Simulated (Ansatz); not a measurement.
Reactions of `O[SiH2][S][GeH3]`.

Gas-phase electronic energies from Ansatz, PBE0-D4/def2-TZVP geometries. CCSD(T)/CBS adds triple-zeta CCSD(T) − MP2 to the extrapolated MP2 energy (def2 sets, frozen cores). This one scheme is used for every species. For Ge, Se outer-core shells are correlated without core-valence functions, which leaves a few kJ/mol of doubt a bond. Scalar relativity is left out up to krypton. Each species was taken in one conformer, which may not be the lowest.

Task: Order these by ΔE at CCSD(T)/CBS, lowest first. (Best estimate.)
A. `O[SiH2][S][GeH3]` + `FBS` → `O[SiH2]SBF` + `[SH][GeH3]`
B. `O[SiH2][S][GeH3]` + `[OH][GeH2][F]` → `[OH][GeH]([F])[GeH3]` + `O[SiH2]S`
C. `O[SiH2][S][GeH3]` + CH₃NH₂ → `C[NH][GeH3]` + `O[SiH2]S`
D. `O[SiH2][S][GeH3]` + `S[SiH2]Cl` → `Cl[SiH2][S][GeH3]` + `O[SiH2]S`
E. `O[SiH2][S][GeH3]` + `[GeH3][SeH]` → `[GeH3][Se][GeH3]` + `O[SiH2]S`

Result: E (-0.17 eV), D (-0.01 eV), A (+0.10 eV), B (+0.20 eV), C (+0.51 eV).

Largest T1 diagnostic: 0.014, for `FBS`.
